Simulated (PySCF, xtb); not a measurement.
Re(O)3(Me) (CH3O3Re), SMILES [O]=[Re](=[O])([CH3])=[O], multiplicity 1.

xtb 6.7.1 with GFN2-xTB at its own geometry gives an orbital gap of 3.18 eV and a dipole moment of 2.84 D.

Geometry optimised at r2SCAN-D4/def2-SVP. The spin state was assumed, not searched. The isomer is the one that the SMILES or the coordinates give; other isomers of the formula were not compared. The def2 effective core potentials stand for the cores of Re; spin–orbit coupling is left out.

Question: What does PBE/def2-TZVP in PySCF give? (Estimate from the structure and the level; the computed values follow.)

Answer: gap 4.26 eV (levels -8.01 and -3.75 eV), dipole 3.09 D.
